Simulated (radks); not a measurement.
Neutral holmium inside a hard spherical wall (all orbitals vanish at R), configuration held at [Xe] 4f11 6s2 and not refilled when levels cross. Method: scalar-relativistic Kohn-Sham, r2SCAN, spin-unpolarised, spherical densities, finite nucleus; meta-GGA in the generalised Kohn-Sham scheme; Fermi nuclear charge, rms radius 5.2022 fm; computed with a radial shooting solver on a logarithmic mesh with Libxc functionals. Eigenvalues in eV, with the zero of energy where the potential of the charges vanishes at infinity; a dash marks a level that is unbound or too diffuse for the functional's potential to be trusted. A positive occupied level is held by the wall or, in an anion where self-interaction has pushed it up, behind a barrier. The pressure on the wall is -dE/dV.

[
 {"R (bohr)": "free", "E (hartree)": "-12616.4372", "kinetic (hartree)": "13642.806", "e(5s)": "-51.938", "e(5p)": "-26.871", "e(6s)": "-3.872", "e(4f)": "-3.060", "e(6p, empty)": "-1.019", "e(5d, empty)": "-0.860", "pressure (GPa)": "0"},
 {"R (bohr)": "20", "E (hartree)": "-12616.4372", "kinetic (hartree)": "13642.806", "e(5s)": "-51.938", "e(5p)": "-26.871", "e(6s)": "-3.872", "e(4f)": "-3.060", "e(6p, empty)": "-1.019", "e(5d, empty)": "-0.860", "pressure (GPa)": "< 0.0001"},
 {"R (bohr)": "15", "E (hartree)": "-12616.4372", "kinetic (hartree)": "13642.807", "e(5s)": "-51.936", "e(5p)": "-26.869", "e(6s)": "-3.871", "e(4f)": "-3.058", "e(6p, empty)": "-1.013", "e(5d, empty)": "-0.858", "pressure (GPa)": "0.000147"},
 {"R (bohr)": "12", "E (hartree)": "-12616.4369", "kinetic (hartree)": "13642.810", "e(5s)": "-51.908", "e(5p)": "-26.842", "e(6s)": "-3.850", "e(4f)": "-3.031", "e(6p, empty)": "-0.953", "e(5d, empty)": "-0.829", "pressure (GPa)": "0.00518"},
 {"R (bohr)": "10", "E (hartree)": "-12616.4349", "kinetic (hartree)": "13642.828", "e(5s)": "-51.781", "e(5p)": "-26.715", "e(6s)": "-3.753", "e(4f)": "-2.907", "e(6p, empty)": "-0.729", "e(5d, empty)": "-0.705", "pressure (GPa)": "0.0546"},
 {"R (bohr)": "7", "E (hartree)": "-12616.3951", "kinetic (hartree)": "13643.050", "e(5s)": "-50.662", "e(5p)": "-25.617", "e(6s)": "-2.667", "e(4f)": "-1.812", "e(6p, empty)": "1.277", "e(5d, empty)": "0.397", "pressure (GPa)": "1.88"},
 {"R (bohr)": "6", "E (hartree)": "-12616.3294", "kinetic (hartree)": "13643.334", "e(5s)": "-49.629", "e(5p)": "-24.620", "e(6s)": "-1.309", "e(4f)": "-0.787", "e(6p, empty)": "3.555", "e(5d, empty)": "1.498", "pressure (GPa)": "6.64"},
 {"R (bohr)": "5", "E (hartree)": "-12616.1520", "kinetic (hartree)": "13644.010", "e(5s)": "-47.855", "e(5p)": "-22.943", "e(6s)": "1.827", "e(4f)": "1.024", "e(6p, empty)": "8.488", "e(5d, empty)": "3.586", "pressure (GPa)": "26.9"},
 {"R (bohr)": "3", "E (hartree)": "-12613.1993", "kinetic (hartree)": "13655.032", "e(5s)": "-35.050", "e(5p)": "-10.171", "e(6s)": "39.743", "e(4f)": "15.959", "e(6p, empty)": "58.311", "e(5d, empty)": "22.115", "pressure (GPa)": "1320"},
 {"R (bohr)": "2.5", "E (hartree)": "-12608.9433", "kinetic (hartree)": "13670.184", "e(5s)": "-23.121", "e(5p)": "3.289", "e(6s)": "82.191", "e(4f)": "30.229", "e(6p, empty)": "108.07", "e(5d, empty)": "41.110", "pressure (GPa)": "5130"}
]
